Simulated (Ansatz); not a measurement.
Two isomers of CH8O2Si2: A = `C[Si](O)(O)[SiH3]`, B = `OC([SiH3])O[SiH3]`.

Program: Ansatz. Geometries: PBE0-D4/def2-TZVP. ΔE: electronic, gas phase. CBS: MP2 limit from def2 TZ/QZ plus the TZ coupled-cluster correction, frozen cores. DFT in def2-TZVPP. B3LYP here is the variant with VWN-RPA as its local correlation; programs differ in this. Each species was taken in one conformer, which may not be the lowest.

Question: Which isomer does CCSD(T)/CBS put lower? Give the gap. (An estimate is asked.)

Answer: Ansatz gave: A, by 288.2 kJ/mol.

Question: Give E(B) − E(A) in kJ/mol with ωB97M-V, PBE-D4, HF/def2-TZVPP, r2SCAN-D4, B3LYP-D4, CCSD/def2-TZVPP, MP2/def2-TZVPP. (Estimate.)

Answer: Computed: ωB97M-V 278.7, PBE-D4 281.3, HF/def2-TZVPP 269.1, r2SCAN-D4 288.5, B3LYP-D4 277.0, CCSD/def2-TZVPP 281.5, MP2/def2-TZVPP 290.1. None reverses the order clearly.

Largest T1 diagnostic: 0.013.

In def2-TZVPP, CCSD(T) changes the Hartree–Fock value by +11.7 kJ/mol (the triples alone add −0.6 kJ/mol) and MP2 by +21.0 kJ/mol. From PBE to PBE0 (25 % exact exchange), in def2-TZVPP and without D4, E(B) − E(A) moves by +5.9 kJ/mol.
